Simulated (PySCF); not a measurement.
C3H2F3, multiplicity 2. Atoms are numbered in the order given.

```xyz
8

C     -1.0815    -1.5733     0.0000
C      0.0053    -0.7293     0.0000
F      1.2482    -1.2395     0.0000
C     -0.0444     0.6600     0.0000
F     -1.1806     1.3250     0.0000
F      1.0146     1.4341     0.0000
H     -2.0930    -1.1700     0.0000
H     -0.9234    -2.6513     0.0000
```
Charge 0, spin multiplicity 2.

Geometry optimised at B3LYP-D3(BJ)/def2-SVP. The isomer is the one that the SMILES or the coordinates give; other isomers of the formula were not compared. Other conformers were not sampled.

Method: B3LYP-D3(BJ)/def2-SVP (PySCF 2.14.0).

Frequencies are harmonic and unscaled.

```csv
mode,ν (cm⁻¹),IR (km/mol),moving atoms (share of kinetic energy)
1,135,0.5,"F 68 %, C 24 %"
2,219,2.3,"F 68 %, C 24 %, H 9 %"
3,225,0.2,"C 75 %, F 23 %"
4,376,0.7,"F 64 %, C 19 %, H 17 %"
5,482,1.2,"H 52 %, C 47 %"
6,512,2.2,"F 71 %, C 17 %, H 12 %"
7,561,3.7,"F 60 %, C 36 %"
8,585,0.3,"H 56 %, C 36 %, F 8 %"
9,705,55.6,"H 68 %, C 32 %"
10,787,23.4,"F 60 %, C 28 %, H 11 %"
11,936,20.3,"H 47 %, C 27 %, F 26 %"
12,1192,136.7,"C 63 %, F 19 %, H 18 %"
13,1353,78.6,"H 49 %, C 42 %, F 9 %"
14,1385,194.5,"C 71 %, F 23 %"
15,1499,14.1,"C 68 %, H 30 %"
16,1584,179.9,"C 88 %, F 9 %"
17,3183,2.1,H 95 %
18,3300,0.3,"H 89 %, C 11 %"
```
